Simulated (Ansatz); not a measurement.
Ansatz (a quantum-chemistry and plane-wave program) input (B3LYP-D3(BJ)/def2-TZVP):

Ansatz 0.2 input:
```yaml
crystal:
  periodic: [false, false, false]
  atoms:
    - {symbol: Zn, position_ang: [-0.31844413, -0.15179643, -0.25598999]}
    - {symbol: O, position_ang: [1.05853335, 0.39959528, 0.84027797]}
    - {symbol: H, position_ang: [1.08505726, 1.35713060, 0.95747594]}
basis:
  gaussian:
    orbitals: def2-TZVP
hamiltonian:
  xc: b3lyp
  dispersion: d3bj
magnetization: {spin_polarized: true, initial_magnetization: 1}
phonons: {temperatures: {t_min: 298.15, t_max: 298.15, t_step: 100}}
```

Output:

```
Functional definition: B3LYP
integrals: 0.02 GiB planned
720 factors; their error is unknown
mean field: 0.31 GiB planned
mean field evaluation 1: about -50476.4560 eV, gradient 5.0e1 eV
mean field evaluation 2: about -50357.9773 eV, gradient 1.4e2 eV
mean field evaluation 4: about -50484.1161 eV, gradient 2.0e1 eV
mean field evaluation 8: about -50484.7761 eV, gradient 5.3e-2 eV
mean field evaluation 16: about -50484.8445 eV, gradient 9.7e-5 eV
mean field -50484.84452318 eV, -1855.2838163701 hartree, gradient 3.8e-5 eV, S^2 0.753139; 0 other end points of the search recorded, 0 dependent functions left out
the calculation of the forces begins
reference -50484.84470573 eV, -1855.2838230788 hartree; 20, 19 occupied and 65, 66 virtual orbitals, 720 factors
these checks for a lower state are left out or cut short: stability, starts, cluster_reference, orbital_swaps, neighbouring_geometries, increment
integrals: 0.02 GiB planned
720 factors; their error is unknown
mean field: 0.31 GiB planned
mean field -50484.84451463 eV, -1855.2838160561 hartree, gradient 1.1e-6 eV, S^2 0.753114; 0 other end points of the search recorded, 0 dependent functions left out
the calculation of the forces begins
reference -50484.84469717 eV, -1855.2838227641 hartree; 20, 19 occupied and 65, 66 virtual orbitals, 720 factors
these checks for a lower state are left out or cut short: stability, starts, cluster_reference, orbital_swaps, neighbouring_geometries, increment
integrals: 0.02 GiB planned
720 factors; their error is unknown
mean field: 0.31 GiB planned
mean field evaluation 32: about -50484.8444 eV, gradient 2.2e-6 eV
mean field -50484.84444596 eV, -1855.2838135324 hartree, gradient 2.2e-6 eV, S^2 0.753165; 0 other end points of the search recorded, 0 dependent functions left out
the calculation of the forces begins
reference -50484.84462853 eV, -1855.2838202418 hartree; 20, 19 occupied and 65, 66 virtual orbitals, 720 factors
these checks for a lower state are left out or cut short: stability, starts, cluster_reference, orbital_swaps, neighbouring_geometries, increment
integrals: 0.02 GiB planned
720 factors; their error is unknown
mean field: 0.31 GiB planned
mean field -50484.84450831 eV, -1855.2838158236 hartree, gradient 1.6e-6 eV, S^2 0.753144; 0 other end points of the search recorded, 0 dependent functions left out
the calculation of the forces begins
reference -50484.84469087 eV, -1855.2838225325 hartree; 20, 19 occupied and 65, 66 virtual orbitals, 720 factors
these checks for a lower state are left out or cut short: stability, starts, cluster_reference, orbital_swaps, neighbouring_geometries, increment
integrals: 0.02 GiB planned
720 factors; their error is unknown
mean field: 0.31 GiB planned
mean field -50484.84453102 eV, -1855.2838166584 hartree, gradient 1.5e-6 eV, S^2 0.753135; 0 other end points of the search recorded, 0 dependent functions left out
the calculation of the forces begins
reference -50484.84471357 eV, -1855.2838233669 hartree; 20, 19 occupied and 65, 66 virtual orbitals, 720 factors
these checks for a lower state are left out or cut short: stability, starts, cluster_reference, orbital_swaps, neighbouring_geometries, increment
integrals: 0.02 GiB planned
720 factors; their error is unknown
mean field: 0.31 GiB planned
mean field -50484.84445468 eV, -1855.2838138529 hartree, gradient 1.8e-6 eV, S^2 0.753167; 0 other end points of the search recorded, 0 dependent functions left out
the calculation of the forces begins
reference -50484.84463725 eV, -1855.2838205621 hartree; 20, 19 occupied and 65, 66 virtual orbitals, 720 factors
these checks for a lower state are left out or cut short: stability, starts, cluster_reference, orbital_swaps, neighbouring_geometries, increment
integrals: 0.02 GiB planned
720 factors; their error is unknown
mean field: 0.31 GiB planned
mean field -50484.84450253 eV, -1855.2838156113 hartree, gradient 2.0e-6 eV, S^2 0.753112; 0 other end points of the search recorded, 0 dependent functions left out
the calculation of the forces begins
reference -50484.84468507 eV, -1855.2838223195 hartree; 20, 19 occupied and 65, 66 virtual orbitals, 720 factors
these checks for a lower state are left out or cut short: stability, starts, cluster_reference, orbital_swaps, neighbouring_geometries, increment
integrals: 0.02 GiB planned
720 factors; their error is unknown
mean field: 0.31 GiB planned
mean field evaluation 64: about -50484.8444 eV, gradient 5.3e-5 eV
mean field -50484.84444788 eV, -1855.2838136028 hartree, gradient 1.3e-6 eV, S^2 0.753138; 0 other end points of the search recorded, 0 dependent functions left out
the calculation of the forces begins
reference -50484.84463042 eV, -1855.2838203111 hartree; 20, 19 occupied and 65, 66 virtual orbitals, 720 factors
these checks for a lower state are left out or cut short: stability, starts, cluster_reference, orbital_swaps, neighbouring_geometries, increment
integrals: 0.02 GiB planned
720 factors; their error is unknown
mean field: 0.31 GiB planned
mean field -50484.84443787 eV, -1855.2838132352 hartree, gradient 1.2e-6 eV, S^2 0.753140; 0 other end points of the search recorded, 0 dependent functions left out
the calculation of the forces begins
reference -50484.84462043 eV, -1855.2838199442 hartree; 20, 19 occupied and 65, 66 virtual orbitals, 720 factors
these checks for a lower state are left out or cut short: stability, starts, cluster_reference, orbital_swaps, neighbouring_geometries, increment
integrals: 0.02 GiB planned
720 factors; their error is unknown
mean field: 0.31 GiB planned
mean field -50484.84450521 eV, -1855.2838157096 hartree, gradient 8.0e-7 eV, S^2 0.753137; 0 other end points of the search recorded, 0 dependent functions left out
the calculation of the forces begins
reference -50484.84468776 eV, -1855.2838224185 hartree; 20, 19 occupied and 65, 66 virtual orbitals, 720 factors
these checks for a lower state are left out or cut short: stability, starts, cluster_reference, orbital_swaps, neighbouring_geometries, increment
integrals: 0.02 GiB planned
720 factors; their error is unknown
mean field: 0.31 GiB planned
mean field -50484.84452606 eV, -1855.2838164759 hartree, gradient 3.0e-6 eV, S^2 0.753141; 0 other end points of the search recorded, 0 dependent functions left out
the calculation of the forces begins
reference -50484.84470861 eV, -1855.2838231845 hartree; 20, 19 occupied and 65, 66 virtual orbitals, 720 factors
these checks for a lower state are left out or cut short: stability, starts, cluster_reference, orbital_swaps, neighbouring_geometries, increment
integrals: 0.02 GiB planned
720 factors; their error is unknown
mean field: 0.31 GiB planned
mean field evaluation 96: about -50484.8445 eV, gradient 7.6e-7 eV
mean field -50484.84445192 eV, -1855.2838137513 hartree, gradient 7.6e-7 eV, S^2 0.753136; 0 other end points of the search recorded, 0 dependent functions left out
the calculation of the forces begins
reference -50484.84463447 eV, -1855.2838204601 hartree; 20, 19 occupied and 65, 66 virtual orbitals, 720 factors
these checks for a lower state are left out or cut short: stability, starts, cluster_reference, orbital_swaps, neighbouring_geometries, increment
integrals: 0.02 GiB planned
720 factors; their error is unknown
mean field: 0.31 GiB planned
mean field -50484.84443920 eV, -1855.2838132839 hartree, gradient 2.0e-6 eV, S^2 0.753143; 0 other end points of the search recorded, 0 dependent functions left out
the calculation of the forces begins
reference -50484.84462175 eV, -1855.2838199925 hartree; 20, 19 occupied and 65, 66 virtual orbitals, 720 factors
Total energy: -50484.89473449 eV, -1855.2856616020 hartree
Atom 0 at    -0.318444    -0.151796    -0.255990 Å, force    -0.000001     0.000004    -0.000000 eV/Å
Atom 1 at     1.058533     0.399595     0.840278 Å, force     0.000009     0.000020     0.000009 eV/Å
Atom 2 at     1.085057     1.357131     0.957476 Å, force    -0.000008    -0.000024    -0.000008 eV/Å
Dipole moment:    -0.319098     0.138395    -0.227039 e Å
Vibrations: 551.38 718.25 3796.95 cm⁻¹, zero-point energy 0.314088 eV
```

The spin state was set by rule; other spins were not relaxed.
